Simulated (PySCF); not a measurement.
Computed Raman spectrum (relative Raman activity) of a molecule C₃H₇BO₂. Coordinates come from a B3LYP-D3(BJ)/def2-SVP optimisation. One conformer was computed; it need not be the lowest. Level of theory: PySCF with B3LYP-D3(BJ)/def2-SVP. Harmonic, unscaled wavenumbers; measured fundamentals usually lie a few per cent lower.

```csv
ν (cm⁻¹),relative intensity
671,2.8
710,2.3
1050,2.1
1176,2.2
1328,4.4
1416,4.8
1421,4.4
1431,12
1441,5.8
1446,4.3
1854,4.2
3016,71
3024,100
3027,71
3081,50
3098,38
3129,39
3132,47
```

Question: Which molecule gave these data?
A) CB(C)OC=O
B) CB(O)CC=O
C) COB(C)C=O
D) C=CB(O)CO

Answer: A, CB(C)OC=O
